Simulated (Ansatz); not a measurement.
Al3P3H6Cl6⁺, that is (Cl2Al-mu-PH2)3 with one electron fewer. The state is a doublet with charge 1. Geometry PBE-D4/def2-SVP, that of the neutral singlet.

Cartesian coordinates in Å:
```
Al 1.784 -0.995 -1.014
Cl 2.171 -1.752 0.951
Cl 2.990 -1.578 -2.657
P 1.791 1.383 -0.616
Al -0.190 2.225 0.469
Cl 0.162 3.985 1.597
Cl -1.597 2.220 -1.141
P -0.861 0.359 1.842
Al -1.899 -1.473 0.652
Cl -3.896 -0.865 0.269
Cl -1.517 -3.338 1.589
P -0.558 -1.451 -1.363
H 2.988 1.691 0.100
H 1.990 2.147 -1.805
H -1.795 0.866 2.798
H 0.195 -0.074 2.697
H -1.110 -0.616 -2.380
H -0.646 -2.734 -1.986
```

Problem. Estimate the α-spin orbital energies around the gap (eV) in Ansatz with PBE-D4/def2-SVP, PBE0-D4/def2-SVP.

Solution. 
```csv
orbital,PBE-D4/def2-SVP,PBE0-D4/def2-SVP
HOMO−5,-11.47,-12.89
HOMO−4,-11.38,-12.81
HOMO−3,-11.31,-12.72
HOMO−2,-11.25,-12.65
HOMO−1,-11.15,-12.60
HOMO,-11.04,-12.41
LUMO,-6.01,-5.37
LUMO+1,-5.93,-5.26
LUMO+2,-5.22,-4.50
LUMO+3,-5.12,-4.38
LUMO+4,-4.92,-4.18
LUMO+5,-4.78,-4.03
β HOMO,-11.09,-12.32
β LUMO,-10.82,-11.04
```
